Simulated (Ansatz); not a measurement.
Molecule: ethynylsilane, C₂H₄Si (charge 0, singlet). 
Coordinates optimised at B3LYP-D3(BJ)/def2-TZVP (Ansatz, a program for electronic structure):
SMILES: C#C[SiH3]
```xyz
7

C      1.2099     1.5570    -0.0201
C      0.4703     0.6052    -0.0078
Si    -0.6496    -0.8359     0.0108
H      1.8627     2.3970    -0.0310
H     -0.0274    -1.9295     0.7873
H     -0.8900    -1.2872    -1.3765
H     -1.9327    -0.4509     0.6366
```

Computed values are from Ansatz. Correlated levels leave the core frozen unless marked. UHF or UKS for open shells. Spin-orbit coupling is left out. No relativistic terms. Basis-set limits of correlation are two-point, X^-3; Hartree-Fock from the larger set (for Q and 5 zeta extrapolated as (X+1)exp(-9√X)).

Problem. What is the vertical ionisation energy (to the doublet) at CCSD(T)/CBS(aug-cc-pV(T+d)Z,aug-cc-pV(Q+d)Z)?

Solution. 11.04 eV.

Problem. What is the dipole moment at CCSD(T)/aug-cc-pV(D+d)Z?

Solution. 0.42 D.

Problem. What is the T1 diagnostic at CCSD/cc-pV(5+d)Z?

Solution. 0.013.

Problem. What is the atomisation energy De at CCSD(T)/CBS(cc-pV(Q+d)Z,cc-pV(5+d)Z)?

Solution. 2603.2 kJ/mol.

Problem. What is the total energy at CCSD(T)/CBS(cc-pV(Q+d)Z,cc-pV(5+d)Z)?

Solution. -367.5110 Eh.
